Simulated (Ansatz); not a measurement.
Program: Ansatz. Geometries: PBE0-D4/def2-TZVP. ΔE: electronic, gas phase. CBS: MP2 limit from def2 TZ/QZ plus the TZ coupled-cluster correction, frozen cores. DFT in def2-TZVPP. For Ge outer-core shells are correlated without core-valence functions, which leaves a few kJ/mol of doubt a bond. Scalar relativity is left out up to krypton. Each species was taken in one conformer, which may not be the lowest.

Consider the redistribution: `C[O][AlH][GeH3]` + `O[SiH](S)[SiH2][SiH3]` → `C[O][AlH][SiH2][SiH3]` + `O[SiH](S)[GeH3]`.

```tsv
level	ΔE (kJ/mol)
PBE0-D4	7.2
B2PLYP	8.5
PBE	6.1
CCSD/def2-TZVPP	8.0
```

(1) What does CCSD(T)/CBS give? (Estimate.)

Largest T1 diagnostic among the species: 0.014.

Results:

(1) Ansatz gave: +8.4 kJ/mol. The listed levels differ from it by -1.2, 0.1, -2.3, -0.4 kJ/mol.
